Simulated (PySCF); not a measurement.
How methods differ on the ionisation energy of Os⁶⁰⁺

Os⁶⁰⁺ [Ne] 3s2 3p4 (3P) → Os⁶¹⁺ [Ne] 3s2 3p3 (4S), as a difference of total energies. Calculation: PySCF 2.14, in an even-tempered Gaussian basis (16 s from 16 bohr⁻², ratio 2.5; 10 p from 20 bohr⁻², ratio 2.5; 4 d from 84 bohr⁻², ratio 2.7; 4 f from 130 bohr⁻², ratio 2.7); no relativity, point nucleus. Correlated levels: outer shells: 1s2 frozen; virtual orbitals above 40 to 60 times the deepest correlated orbital energy dropped. The calculations carry no spin-orbit coupling.

| method | ionisation energy (eV) |
| --- | --- |
| UHF | 6252.0 |
| LDA | 6255.3 |
| PBE | 6256.7 |
| PBE0 | 6256.0 |
| r2SCAN | 6255.0 |
| B97-3 | 6256.0 |
| TPSSh | 6256.1 |
| MP2 (outer shells) | 6253.0 |
| SCS-MP2 (outer shells) | 6252.9 |

Spin-orbit coupling is strong in these open shells (close to jj coupling). The scalar numbers leave it out and a first-order estimate fails, so it can dominate the gap to the real levels.

The ground level that NIST lists for one species does not belong to the high-spin term computed here, so part of any gap is the choice of state.

The gap to the reference is mostly relativistic.

For comparison: 6376 ± 10 eV (theoretical estimate listed by NIST; NIST Atomic Spectra Database, ionization energies).
